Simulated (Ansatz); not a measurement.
Cost and result for the atomization energy of `[NH2][Ga]([F])[SiH2]F` (9 atoms, 8 bonds).

```xyz
9

N     1.6953   -0.0671    1.2300
Ga    0.6997   -0.2392   -0.2623
F     1.6510   -0.8441   -1.6220
Si   -1.6220    0.2074   -0.6577
F    -2.2854    0.7471    0.7038
H     1.3431    0.2610    2.1122
H     2.6749   -0.2951    1.2616
H    -1.8051    1.2496   -1.6994
H    -2.3517   -1.0196   -1.0663
```

Charge 0, multiplicity 1. Correlated methods include outer-core shells of Ga, which these sets cover unevenly. Scalar relativity is left out up to krypton. Geometry: relaxed with PBE0-D4/def2-TZVP. It is one conformer, not always the lowest. Program: Ansatz. All runs use 4 threads of an Arm Neoverse V1 on a shared host. Times are those of one run each, without the atoms' runs, and a repeat can differ threefold. Electronic energies, without spin–orbit coupling; frozen cores. CCSD(T)/CBS adds CCSD(T) − MP2 in def2-TZVPP to the MP2 limit, and its time is that of the two runs behind it. T1 = 0.014. With those shells the extrapolation isn't a true limit. B3LYP takes the VWN-RPA correlation (the form of Gaussian; ORCA's B3LYP/G). HSE06 is the plane-wave form, built on full-range PBE exchange.

CCSD(T)/CBS is a level of theory with its own doubt, some kJ/mol a heavy atom from the limit and from the frozen cores, so smaller differences don't rank the functionals.

```csv
level,functions,atomization (kJ/mol),difference from CCSD(T)/CBS,per bond
B3LYP-D4/def2-TZVPP (with forces),239,2970.1,-40.2,-5.0
CCSD(T)/def2-SVP,112,2757.5,-252.8,-31.6
MP2/def2-QZVPP,450,3046.6,36.3,4.5
ωB97X-V/def2-TZVPP,239,3011.5,1.2,0.1
CCSD(T)/def2-TZVPP,239,2918.9,-91.4,-11.4
r2SCAN-D4/def2-TZVPP (with forces),239,2987.2,-23.1,-2.9
PBE-QIDH/def2-TZVPP,239,2948.8,-61.5,-7.7
CCSD(T)/CBS(def2),–,3010.3,0.0,0.0
BLYP-D4/def2-TZVPP,239,2977.5,-32.8,-4.1
BHLYP-D4/def2-TZVPP,239,2874.1,-136.2,-17.0
B97M-V/def2-TZVPP,239,2985.5,-24.8,-3.1
r2SCANh-D4/def2-TZVPP,239,2958.7,-51.6,-6.5
HSE06-D4/def2-TZVPP,239,2949.5,-60.8,-7.6
```

(1) Order the runs by time, with rough figures. (Estimate.)

Answers

(1) Computed: BLYP-D4/def2-TZVPP 2 s; BHLYP-D4/def2-TZVPP 3.5 s; HSE06-D4/def2-TZVPP 3.7 s; B3LYP-D4/def2-TZVPP (with forces) 4.8 s; r2SCAN-D4/def2-TZVPP (with forces) 5.5 s; r2SCANh-D4/def2-TZVPP 5.5 s; PBE-QIDH/def2-TZVPP 6 s; ωB97X-V/def2-TZVPP 8.5 s; CCSD(T)/def2-SVP 9 s; B97M-V/def2-TZVPP 9.5 s; MP2/def2-QZVPP 22 s; CCSD(T)/def2-TZVPP 3.7 min; CCSD(T)/CBS(def2) 4.1 min.

Leaving LDA and LC-ωPBE aside and taking each functional with its dispersion term where it has one, the values, not all of them listed here, spread over 143.7 kJ/mol, from BHLYP-D4 to PBE-D4. LDA lies +424.0 kJ/mol from PBE without D4, its usual overbinding. From r2SCAN to r2SCAN0 (25 % exact exchange), in def2-TZVPP and without D4, the atomization energy moves by −69.7 kJ/mol: exact exchange takes away binding that semilocal exchange gives to molecules. In def2-TZVPP, CCSD(T) changes the Hartree–Fock value by +809.6 kJ/mol (the triples alone add +46.3 kJ/mol) and MP2 by +881.4 kJ/mol; breaking electron pairs costs correlation energy, which Hartree–Fock lacks.
